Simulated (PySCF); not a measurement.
Si(Cl)(F)(SeH)2 (ClFH2Se2Si), SMILES Cl[Si]([SeH])(F)[SeH].

Coordinates come from a ωB97X-D3(BJ)/def2-SVP optimisation. Other conformers were not sampled.

All values below come from r2SCAN/def2-TZVP (PySCF).

The molecule is in vacuum.

### Question
Estimate the frontier levels, gap, dipole moment and polarisability. (Estimate from the structure and the level; the computed values follow.)

### Answer

```json
{
 "highest_occupied_level": "-6.66 eV",
 "lowest_empty_level": "-1.53 eV",
 "orbital_gap": "5.13 eV",
 "dipole_moment": "1.86 D",
 "quadrupole, principal values (traceless, Buckingham form, about the centre of nuclear charge)": "-2.28, -0.10, 2.39 D·Å",
 "mean_static_polarisability": "86.3 bohr³ (12.79 Å³)",
 "polarisability_principal_values": "68.6, 89.0, 101.4 bohr³"
}
```
